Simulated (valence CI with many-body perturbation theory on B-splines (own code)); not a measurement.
# E1 transitions of K12+

Method: valence CI with perturbative core correlation (CI+MBPT): five valence electrons over a frozen Dirac-Fock core [He], radial functions for each j: 9 s, 9 p, 8 d, 6 f, 3 g, 1 h, with the one-electron correlation potential Σ1, the two-electron term Σ2, the three-electron term Σ3, Breit, model QED; selected CI, second order for the rest, scaled by the run's own slope (own B-spline code, finite nucleus).

No measured spectrum was set against this ion. As an estimate, levels of excited configurations hold to 0.05 to 0.15 % of their energy, terms of the ground configuration to about 0.5 %. Among the levels kept, up to 2400 cm⁻¹ of a level comes from second order outside the variational space, and about a tenth of that is noise between levels of different J, which matters for small intervals.

Lines 1 to 50 of 270 in falling wavelength, among levels below 465.90 eV, chosen from the strongest by gf and those to the six lowest levels. Wavelengths and rates use the calculated energies, so an error of 400 cm⁻¹ moves a line at 1093 Å by 0.44 % and its rate by three times that or more. Electric multipoles are in the length gauge, E1 and E2 with the static RPA response of the core. Weak lines are less certain than strong ones. Lines between different terms over intervals too small for the method are left out, as are lines whose strength nearly cancels. Where a level lies close to another of its J and parity, the split of strength between their lines is uncertain. The highest levels of a list are the least certain.

Names give the largest LS component (configuration and term), which can be under half, so a name can repeat, a term be missing and a line seem to break the LS rules; names also repeat where a configuration has a term twice. Letters in brackets count levels of one name in rising energy.

| λ vac (Å) | Upper | Lower | A (s⁻¹) | S (a.u.) |
| --- | --- | --- | --- | --- |
| 1093 | 2s2 2p2 3p 2D°_5/2 [a] | 2s2 2p2 3s 2D_5/2 | 7.99e+07 | 3.08e-01 |
| 889.1 | 2s 2p3 3p 4P_5/2 | 2s 2p3 3s 4S°_3/2 | 5.25e+08 | 1.09e+00 |
| 882.7 | 2s 2p3 3p 4P_3/2 | 2s 2p3 3s 4S°_3/2 | 5.46e+08 | 7.41e-01 |
| 874.4 | 2s 2p3 3p 4P_1/2 | 2s 2p3 3s 4S°_3/2 | 4.59e+08 | 3.03e-01 |
| 812.2 | 2s2 2p2 3p 2D°_3/2 [a] | 2s2 2p2 3s 2P_3/2 | 1.59e+08 | 1.68e-01 |
| 778.1 | 2s2 2p2 3p 2S°_1/2 | 2s2 2p2 3s 4P_1/2 | 3.57e+08 | 1.66e-01 |
| 766.5 | 2s2 2p2 3p 4D°_3/2 | 2s2 2p2 3s 4P_3/2 | 3.00e+08 | 2.67e-01 |
| 744.7 | 2s2 2p2 3p 4P°_3/2 | 2s2 2p2 3s 4P_5/2 | 2.66e+08 | 2.17e-01 |
| 731.1 | 2s2 2p2 3d 2D_3/2 [b] | 2s2 2p2 3p 2P°_1/2 [b] | 2.78e+08 | 2.14e-01 |
| 724.8 | 2s2 2p2 3p 4D°_1/2 | 2s2 2p2 3s 4P_1/2 | 5.98e+08 | 2.25e-01 |
| 723.2 | 2s2 2p2 3d 2F_5/2 [b] | 2s2 2p2 3p 2P°_3/2 [b] | 4.67e+08 | 5.23e-01 |
| 720.3 | 2s2 2p2 3p 2D°_3/2 [a] | 2s2 2p2 3s 2P_1/2 | 6.78e+08 | 5.00e-01 |
| 715.8 | 2s2 2p2 3p 2F°_5/2 | 2s2 2p2 3s 2D_3/2 | 1.19e+09 | 1.29e+00 |
| 714.9 | 2s2 2p2 3d 2P_1/2 [a] | 2s2 2p2 3p 2P°_1/2 [a] | 4.12e+08 | 1.49e-01 |
| 714.1 | 2s2 2p2 3p 4D°_7/2 | 2s2 2p2 3s 4P_5/2 | 1.18e+09 | 1.69e+00 |
| 709.1 | 2s2 2p2 3p 4D°_5/2 | 2s2 2p2 3s 4P_3/2 | 1.07e+09 | 1.13e+00 |
| 707.4 | 2s 2p3 3p 6P_3/2 | 2s 2p3 3s 6S°_5/2 | 1.37e+09 | 9.57e-01 |
| 706.4 | 2s2 2p2 3p 2D°_5/2 [a] | 2s2 2p2 3s 2P_3/2 | 7.74e+08 | 8.08e-01 |
| 704.7 | 2s2 2p2 3p 4D°_3/2 | 2s2 2p2 3s 4P_1/2 | 8.17e+08 | 5.65e-01 |
| 702.2 | 2s2 2p2 3p 4P°_5/2 | 2s2 2p2 3s 4P_5/2 | 9.46e+08 | 9.70e-01 |
| 698.1 | 2s 2p3 3p 6P_5/2 | 2s 2p3 3s 6S°_5/2 | 1.40e+09 | 1.41e+00 |
| 685.9 | 2s2 2p2 3p 2F°_7/2 | 2s2 2p2 3s 2D_5/2 | 1.39e+09 | 1.77e+00 |
| 682.2 | 2s 2p3 3p 6P_7/2 | 2s 2p3 3s 6S°_5/2 | 1.54e+09 | 1.93e+00 |
| 677.2 | 2s2 2p2 3p 4P°_3/2 | 2s2 2p2 3s 4P_3/2 | 5.60e+08 | 3.43e-01 |
| 674.8 | 2s2 2p2 3p 4P°_1/2 | 2s2 2p2 3s 4P_3/2 | 1.01e+09 | 3.07e-01 |
| 666.3 | 2s2 2p2 3d 2P_3/2 [b] | 2s2 2p2 3p 2P°_3/2 [b] | 7.22e+08 | 4.22e-01 |
| 660.1 | 2s2 2p2 3p 2P°_3/2 [a] | 2s2 2p2 3s 2P_3/2 | 8.64e+08 | 4.91e-01 |
| 651.6 | 2s2 2p2 3p 2P°_1/2 [a] | 2s2 2p2 3s 2P_3/2 | 5.04e+08 | 1.38e-01 |
| 648.4 | 2s2 2p2 3d 4F_5/2 | 2s2 2p2 3p 4D°_5/2 | 1.70e+08 | 1.37e-01 |
| 648.0 | 2s2 2p2 3d 2D_5/2 [b] | 2s2 2p2 3p 2D°_5/2 [b] | 4.77e+08 | 3.84e-01 |
| 647.5 | 2s2 2p2 3d 2D_3/2 [b] | 2s2 2p2 3p 2D°_3/2 [b] | 5.35e+08 | 2.86e-01 |
| 646.5 | 2s2 2p2 3p 2P°_1/2 [c] | 2s2 2p2 3s 2S_1/2 | 1.62e+09 | 4.33e-01 |
| 643.5 | 2s2 2p2 3d 2S_1/2 | 2s2 2p2 3p 2P°_3/2 [b] | 7.66e+08 | 2.01e-01 |
| 642.3 | 2s2 2p2 3p 2P°_3/2 [c] | 2s2 2p2 3s 2S_1/2 | 1.61e+09 | 8.41e-01 |
| 641.8 | 2s2 2p2 3p 4P°_5/2 | 2s2 2p2 3s 4P_3/2 | 1.53e+08 | 1.20e-01 |
| 640.4 | 2s2 2p2 3d 2D_5/2 [b] | 2s2 2p2 3p 2D°_3/2 [b] | 4.47e+08 | 3.48e-01 |
| 639.4 | 2s2 2p2 3d 2P_1/2 [b] | 2s2 2p2 3p 2P°_1/2 [b] | 5.97e+08 | 1.54e-01 |
| 628.5 | 2s2 2p2 3p 4P°_3/2 | 2s2 2p2 3s 4P_1/2 | 4.16e+08 | 2.04e-01 |
| 626.9 | 2s2 2p2 3d 4F_3/2 | 2s2 2p2 3p 4D°_3/2 | 3.17e+08 | 1.54e-01 |
| 626.2 | 2s2 2p2 3d 2F_7/2 [b] | 2s2 2p2 3p 2D°_5/2 [b] | 1.21e+09 | 1.17e+00 |
| 623.5 | 2s2 2p2 3d 4F_9/2 | 2s2 2p2 3p 4D°_7/2 | 1.63e+09 | 1.94e+00 |
| 620.5 | 2s2 2p2 3d 4P_5/2 | 2s2 2p2 3p 4S°_3/2 | 5.41e+08 | 3.83e-01 |
| 616.0 | 2s2 2p2 3d 2P_3/2 [a] | 2s2 2p2 3p 4P°_3/2 | 3.35e+08 | 1.54e-01 |
| 615.4 | 2s2 2p2 3d 4F_7/2 | 2s2 2p2 3p 4D°_5/2 | 1.62e+09 | 1.49e+00 |
| 611.8 | 2s2 2p2 3d 4F_3/2 | 2s2 2p2 3p 4D°_1/2 | 8.45e+08 | 3.82e-01 |
| 608.9 | 2s2 2p2 3d 2F_5/2 [a] | 2s2 2p2 3p 2D°_3/2 [a] | 1.47e+09 | 9.81e-01 |
| 607.6 | 2s2 2p2 3d 2F_7/2 [a] | 2s2 2p2 3p 2D°_5/2 [a] | 1.53e+09 | 1.36e+00 |
| 606.9 | 2s2 2p2 3d 4F_5/2 | 2s2 2p2 3p 4D°_3/2 | 1.55e+09 | 1.03e+00 |
| 606.2 | 2s2 2p2 3d 4D_1/2 | 2s2 2p2 3p 4P°_1/2 | 8.51e+08 | 1.87e-01 |
| 605.7 | 2s2 2p2 3d 2G_9/2 | 2s2 2p2 3p 2F°_7/2 | 1.89e+09 | 2.07e+00 |
